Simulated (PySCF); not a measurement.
AlOF, SMILES [O]=[Al][F].

The structure is a stationary point at B3LYP-D3(BJ)/def2-TZVP.

Two levels are set side by side: TDA-PBE/def2-TZVPD (PySCF) and TDA-CAM-B3LYP/def2-TZVPD (PySCF). Vertical, same geometry. The lowest singlet is HOMO→LUMO 100 % with PBE and HOMO−1→LUMO 97 % with the other functional; states are paired by order. Differences are taken from unrounded values.

| quantity | TDA-CAM-B3LYP | TDA-PBE | TDA-PBE minus TDA-CAM-B3LYP |
|---|---|---|---|
| lowest singlet excitation (eV) | 3.40 | 3.10 | -0.29 |
| lowest triplet excitation (TDA) (eV) | 2.83 | 2.53 | -0.30 |

A lower first singlet is the usual sign of a functional without exact exchange. Differences between two approximate levels are no errors against the true value.

Rough cost on one machine, each run with all the roots and properties that it gave: TDA-CAM-B3LYP against TDA-PBE about 3 times.
